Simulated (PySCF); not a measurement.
B(Me)2(OMe) (C3H9BO), SMILES COB(C)C. Atoms are numbered in the order given.

```xyz
14

B      0.2757     0.3572     0.1803
C      1.3832     1.4628     0.0210
H      2.2108     1.2766     0.7273
H      0.9773     2.4516     0.2966
H      1.7937     1.5201    -0.9970
C     -0.4685     0.0843     1.5490
H     -0.3242    -0.9607     1.8749
H     -1.5591     0.2162     1.4376
H     -0.1306     0.7412     2.3626
O     -0.0220    -0.3698    -0.9309
C     -0.9848    -1.3888    -0.9471
H     -1.0217    -1.8152    -1.9599
H     -0.7387    -2.1984    -0.2394
H     -1.9893    -1.0087    -0.6950
```

The structure is a stationary point at PBE0-D3(BJ)/def2-SVP. Other conformers were not sampled.

The numbers are results of PySCF with PBE0-D3(BJ)/def2-SVP, not measurements.

Harmonic, unscaled wavenumbers; measured fundamentals usually lie a few per cent lower.

```
mode  ν (cm⁻¹)  IR (km/mol)  Raman (Å⁴/amu)  depolarisation  moving atoms (share of kinetic energy)
----  --------  -----------  --------------  --------------  --------------------------------------
1           53          0.0             0.1            0.75                                  H 96 %
2           98          0.3             0.1            0.75                                  H 99 %
3          114          2.3             0.0               –                                  H 89 %
4          201          3.5             0.1            0.75                  O 40 %, H 36 %, C 20 %
5          245          2.6             0.4            0.19                          C 56 %, H 33 %
6          301          0.1             0.2            0.66                  H 43 %, C 41 %, O 10 %
7          414          1.7             0.3            0.75                  H 49 %, B 39 %, O 12 %
8          461          4.1             1.8            0.41                  C 37 %, O 28 %, H 28 %
9          697          0.6             7.6            0.08                  C 58 %, H 27 %, O 14 %
10         703          0.0             0.5            0.73                          H 81 %, C 19 %
11         818          1.1             1.8            0.48                          H 69 %, C 29 %
12         864          4.8             2.6            0.61                  H 58 %, C 28 %, O 12 %
13         952         34.6             0.1            0.75                  H 41 %, B 38 %, C 20 %
14        1112         12.4             2.0            0.39          C 37 %, O 30 %, H 17 %, B 16 %
15        1158         54.1             4.3            0.70                          H 47 %, B 44 %
16        1175          0.5             2.0            0.75                          H 75 %, C 20 %
17        1199          8.7             3.0            0.65                  H 68 %, C 18 %, B 10 %
18        1294         17.1             3.5            0.71                          H 70 %, C 23 %
19        1339        175.6             2.1            0.74                  H 49 %, C 31 %, B 20 %
20        1386        303.2             9.0            0.58          H 44 %, B 25 %, O 18 %, C 13 %
21        1432         12.7            12.6            0.74                                  H 91 %
22        1435          3.0            17.3            0.75                                  H 95 %
23        1439         59.9             8.2            0.73                           H 82 %, C 8 %
24        1442          4.9            12.8            0.75                                  H 96 %
25        1468          6.6            14.0            0.75                                  H 96 %
26        1480         10.7            14.3            0.75                                  H 97 %
27        1501         91.3             3.8            0.72                  H 64 %, B 19 %, O 13 %
28        3033         48.1           125.4            0.00                                  H 97 %
29        3043          2.2            59.1            0.01                                  H 97 %
30        3046          1.1           212.9            0.00                                  H 97 %
31        3118         33.6            76.2            0.75                          H 90 %, C 10 %
32        3121          1.7            44.2            0.75                           H 91 %, C 9 %
33        3124          8.3            74.4            0.75                           H 91 %, C 9 %
34        3154         25.5            84.6            0.61                          H 90 %, C 10 %
35        3164         11.2            73.0            0.67                           H 91 %, C 9 %
36        3170         14.1            83.5            0.72                           H 91 %, C 9 %
```
